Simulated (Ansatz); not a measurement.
Harmonic frequencies (cm⁻¹) at PBE0-D4/def2-TZVP from Ansatz: 317, 363, 449, 570, 770, 889, 949, 1185, 1213, 1487, 3041, 3290.

(1) Which molecule is it?
A. `C1=[CH][Zn][O]1`
B. `[OH][Ga]([SH])[SiH2]F`
C. `BrB1CC1Br`
D. `B1CCN1`

Answers

(1) A.
